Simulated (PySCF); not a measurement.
C₅H₈S, SMILES S([C@H](C#C)C)C.

The structure is a stationary point at r2SCAN-D4/def2-SVP. The structure was generated by enumeration; whether it is a known compound was not checked. The values are those of a single conformer.

Method: TDA-PBE/def2-SVPD (PySCF).

Vertical excitations. Gas-phase values at a fixed geometry.

**Question.** Give excitation energies, oscillator strengths and character. (Estimate from the structure and the level; the computed values follow.)

**Answer.** 
```json
[
 {"state": "S1", "energy (eV)": "4.71", "λ (nm)": "263", "f": "0.015", "main pairs": "HOMO→LUMO 97 %"},
 {"state": "S2", "energy (eV)": "4.95", "λ (nm)": "250", "f": "0.007", "main pairs": "HOMO→LUMO+1 98 %"},
 {"state": "S3", "energy (eV)": "5.30", "λ (nm)": "234", "f": "0.005", "main pairs": "HOMO→LUMO+2 96 %"},
 {"state": "S4", "energy (eV)": "5.56", "λ (nm)": "223", "f": "0.011", "main pairs": "HOMO→LUMO+3 98 %"},
 {"state": "S5", "energy (eV)": "5.97", "λ (nm)": "208", "f": "0.001", "main pairs": "HOMO−2→LUMO 65 %, HOMO−1→LUMO 33 %"},
 {"state": "S6", "energy (eV)": "6.17", "λ (nm)": "201", "f": "0.019", "main pairs": "HOMO→LUMO+4 96 %"},
 {"state": "S7", "energy (eV)": "6.20", "λ (nm)": "200", "f": "0.018", "main pairs": "HOMO→LUMO+5 87 %"},
 {"state": "S8", "energy (eV)": "6.26", "λ (nm)": "198", "f": "0.027", "main pairs": "HOMO−1→LUMO 31 %, HOMO−2→LUMO+1 22 %, HOMO−2→LUMO 18 %, HOMO−1→LUMO+1 13 %"},
 {"state": "S9", "energy (eV)": "6.35", "λ (nm)": "195", "f": "0.006", "main pairs": "HOMO−1→LUMO+1 78 %, HOMO−2→LUMO+1 16 %"},
 {"state": "S10", "energy (eV)": "6.49", "λ (nm)": "191", "f": "0.012", "main pairs": "HOMO→LUMO+7 67 %, HOMO→LUMO+6 27 %"},
 {"state": "T1", "energy (eV)": "4.24", "λ (nm)": "293", "f": "0", "main pairs": "HOMO→LUMO 98 %"},
 {"state": "T2", "energy (eV)": "4.76", "λ (nm)": "261", "f": "0", "main pairs": "HOMO→LUMO+1 94 %"},
 {"state": "T3", "energy (eV)": "5.08", "λ (nm)": "244", "f": "0", "main pairs": "HOMO→LUMO+2 55 %, HOMO−1→LUMO 21 %"},
 {"state": "T4", "energy (eV)": "5.13", "λ (nm)": "241", "f": "0", "main pairs": "HOMO→LUMO+2 39 %, HOMO−1→LUMO 26 %, HOMO−2→LUMO 16 %, HOMO−2→LUMO+1 9 %"}
]
```
Triplets are in the Tamm–Dancoff approximation.
